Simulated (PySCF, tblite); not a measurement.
Isomers of C6H14OSSi, one GFN2-xTB conformer each. Single-point energies are computed at PBE0/pcSseg-1 (PySCF, gas phase, no added dispersion term), electronic only.

**Question.** Rank them by PBE0/pcSseg-1 energy, lowest first (kJ/mol).
A. `[CH2:1]=[CH:2][Si@@H:3]([SH:4])[O:5][C:6]([CH3:7])([CH3:8])[CH3:9]` with C1–C2–Si3–S4 -93°, C2–Si3–S4–H 138°, C2–Si3–O5–C6 77°
B. `[CH3:1][CH2:2][O:3][C@@H:4]1[C@@H:5]([CH3:6])[Si@@H:7]1[S:8][CH3:9]` with C1–C2–O3–C4 178°, C2–O3–C4–C5 -79°, C5–Si7–S8–C9 -32°

**Answer.** A (0.0), B (199.0).

As drawn, the lower has an S–H bond, an Si–O bond and a C=C bond outside aromatic rings, which the higher lacks; the higher has a three-membered ring, which the lower lacks. GFN2-xTB itself gives, in the same order: 0.0, 233.7. Both levels put the same isomer lowest.

**Question.** Which frontier levels, dipoles and rotational constants go with these structures?

**Answer.** 
```json
{"SMILES": "C=C[Si@@H](S)OC(C)(C)C", "HOMO (eV, PBE0/pcSseg-1)": "-6.95", "LUMO (eV)": "-0.73", "dipole (D)": "3.33", "A, B, C (MHz)": "1494, 811.1, 636.3"}
{"SMILES": "CCO[C@@H]1[C@@H](C)[Si@@H]1SC", "HOMO (eV, PBE0/pcSseg-1)": "-6.15", "LUMO (eV)": "0.42", "dipole (D)": "2.57", "A, B, C (MHz)": "1305, 825.3, 567.5"}
```

**Question.** What happens when harmonic zero-point energies from GFN2-xTB frequencies are added?

**Answer.** 
| SMILES | ZPE (kJ/mol) | electronic (kJ/mol) | with ZPE (kJ/mol) |
| --- | --- | --- | --- |
| C=C[Si@@H](S)OC(C)(C)C | 481.8 | 0.0 | 0.0 |
| CCO[C@@H]1[C@@H](C)[Si@@H]1SC | 490.8 | 199.0 | 208.0 |

The zero-point energies span 9.0 kJ/mol. The order is unchanged.
